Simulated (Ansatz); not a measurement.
Cost and result for the atomization energy of `F/C=C(\F)C(F)F` (9 atoms, 8 bonds).

Z-matrix (Å, degrees):
```
C
F 1 1.351
F 1 1.355 2 108.0
C 1 1.492 2 110.3 3 120.3
H 1 1.096 2 108.9 3 -116.5
C 4 1.322 1 124.7 2 -3.8
F 4 1.331 1 113.0 2 175.4
F 6 1.325 4 121.8 1 179.5
H 6 1.081 4 122.9 1 -0.4
```

Charge 0, multiplicity 1. The structure was optimised at the PBE0-D4/def2-TZVP level. It is one conformer, not always the lowest. Program: Ansatz. All runs use 4 threads of an Arm Neoverse V1 on a shared host. Times are those of one run each, without the atoms' runs, and a repeat can differ threefold. Electronic energies, without spin–orbit coupling; frozen cores. CCSD(T)/CBS adds CCSD(T) − MP2 in def2-TZVPP to the MP2 limit, and its time is that of the two runs behind it. T1 = 0.012. B3LYP takes the VWN-RPA correlation (the form of Gaussian; ORCA's B3LYP/G). HSE06 is the plane-wave form, built on full-range PBE exchange.

CCSD(T)/CBS is a level of theory with its own doubt, some kJ/mol a heavy atom from the limit and from the frozen cores, so smaller differences don't rank the functionals.

| level | functions | wall time |
| --- | --- | --- |
| LDA (SPW92)/def2-TZVPP | 245 | 1.1 s |
| revPBE-D4/def2-TZVPP | 245 | 1.9 s |
| PBE-D4/def2-TZVPP (with forces) | 245 | 2.3 s |
| PBE0-D4/def2-TZVPP | 245 | 2.8 s |
| BHLYP-D4/def2-TZVPP | 245 | 2.9 s |
| HSE06-D4/def2-TZVPP | 245 | 3 s |
| B3LYP-D4/def2-TZVPP (with forces) | 245 | 4.1 s |
| r2SCAN-D4/def2-TZVPP (with forces) | 245 | 4.3 s |
| ωB97X-V/def2-TZVPP | 245 | 7 s |
| CCSD(T)/def2-SVP | 108 | 11 s |
| MP2/def2-QZVPP | 459 | 23 s |
| CCSD(T)/def2-TZVPP | 245 | 5.1 min |
| CCSD(T)/CBS(def2) | – | 5.5 min |

Q: What atomization energy does each give, and how far from CCSD(T)/CBS? (Best estimate.)

A: The calculation gave: 
| level | atomization (kcal/mol) | difference from CCSD(T)/CBS | per bond |
| --- | --- | --- | --- |
| LDA (SPW92)/def2-TZVPP | 1084.5 | 193.1 | 24.1 |
| revPBE-D4/def2-TZVPP | 903.5 | 12.1 | 1.5 |
| PBE-D4/def2-TZVPP (with forces) | 940.0 | 48.6 | 6.1 |
| PBE0-D4/def2-TZVPP | 903.0 | 11.6 | 1.5 |
| BHLYP-D4/def2-TZVPP | 842.2 | -49.2 | -6.2 |
| HSE06-D4/def2-TZVPP | 904.2 | 12.8 | 1.6 |
| B3LYP-D4/def2-TZVPP (with forces) | 890.4 | -1.0 | -0.1 |
| r2SCAN-D4/def2-TZVPP (with forces) | 901.0 | 9.6 | 1.2 |
| ωB97X-V/def2-TZVPP | 896.2 | 4.8 | 0.6 |
| CCSD(T)/def2-SVP | 849.3 | -42.1 | -5.3 |
| MP2/def2-QZVPP | 919.0 | 27.6 | 3.4 |
| CCSD(T)/def2-TZVPP | 866.3 | -25.1 | -3.1 |
| CCSD(T)/CBS(def2) | 891.4 | 0.0 | 0.0 |

Leaving LDA and LC-ωPBE aside and taking each functional with its dispersion term where it has one, the values spread over 97.7 kcal/mol, from BHLYP-D4 to PBE-D4. LDA lies +148.2 kcal/mol from PBE without D4, its usual overbinding. From r2SCAN to r2SCAN0 (25 % exact exchange), in def2-TZVPP and without D4, the atomization energy moves by −29.3 kcal/mol: exact exchange takes away binding that semilocal exchange gives to molecules. At CCSD(T), def2-SVP lies −42.2 kcal/mol from the extrapolated value and def2-TZVPP −25.2 kcal/mol: correlation converges slowly with the basis, and small sets miss more of it in the bonded molecule than in its fragments.
